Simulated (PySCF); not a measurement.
Hf(Cl)3(OH)(OH2) (Cl3H3HfO2), SMILES [Cl][Hf]([Cl])([Cl])([OH])<-[OH2], multiplicity 1. Atoms are numbered in the order given.

```xyz
9

Hf     0.0241     0.1715     0.0000
Cl     2.3251    -0.3341     0.0000
Cl    -0.5193    -0.8007     2.1240
Cl    -0.5193    -0.8007    -2.1240
O      0.0257     2.0622     0.0000
H      0.2128     2.9999     0.0000
O     -2.3242     0.1880     0.0000
H     -2.7153    -0.2219     0.7847
H     -2.7153    -0.2219    -0.7847
```
Charge 0, spin multiplicity 1.

Coordinates come from a PBE0-D3(BJ)/def2-SVP optimisation. The multiplicity is an assumed one; other spin states were not compared. The def2 effective core potentials stand for the cores of Hf; spin–orbit coupling is left out. Other conformers were not sampled.

The numbers are results of ωB97X/def2-TZVP (PySCF), not measurements.

Isolated molecule, no solvent.

```json
{
  "total_energy": "-1581.30749 hartree",
  "point_group": "Cs",
  "highest_occupied_level": "-11.04 eV",
  "lowest_empty_level": "0.71 eV",
  "orbital_gap": "11.76 eV",
  "dipole_moment": "5.07 D",
  "quadrupole, principal values (traceless, Buckingham form, about the centre of nuclear charge)": "-14.20, 0.41, 13.78 D·Å",
  "mean_static_polarisability": "81.5 bohr³ (12.08 Å³)",
  "polarisability_principal_values": "73.2, 85.0, 86.3 bohr³"
}
```
